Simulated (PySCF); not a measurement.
**Radial density of Nb²⁺ (niobium, charge +2)**

UHF, [Kr] 4d2 5p1, one real determinant (an excited configuration). Calculation: PySCF 2.14, in aug-cc-pVTZ-PP with one added diffuse shell each of s, p, d, f, g type with ECP28MDF (7s7p6d4f3g, 113 functions); a scalar-relativistic core potential. This is the valence pseudo-density: the core potential removes the inner electrons and smooths the orbitals near the nucleus.

| r (bohr) | 4πr²ρ (e/bohr) | 4πr²(ρα − ρβ) |
| --- | --- | --- |
| 0.0366 | 1.640e-05 | 0.0000 |
| 0.0616 | 4.343e-05 | 0.0000 |
| 0.104 | 0.0001655 | 0.0000 |
| 0.174 | 0.001382 | 0.0002 |
| 0.293 | 0.02261 | 0.0039 |
| 0.493 | 0.6391 | 0.0641 |
| 0.829 | 6.775 | 0.6050 |
| 1.39 | 7.584 | 1.3272 |
| 2.35 | 1.334 | 0.8041 |
| 3.95 | 0.3451 | 0.3430 |
| 6.64 | 0.02266 | 0.0227 |
| 11.2 | 1.103e-05 | 0.0000 |

⟨L²⟩ = 14.04 against 20 for a pure G term, so this real determinant mixes terms. Energies and moments cover only the electrons outside the core potential.
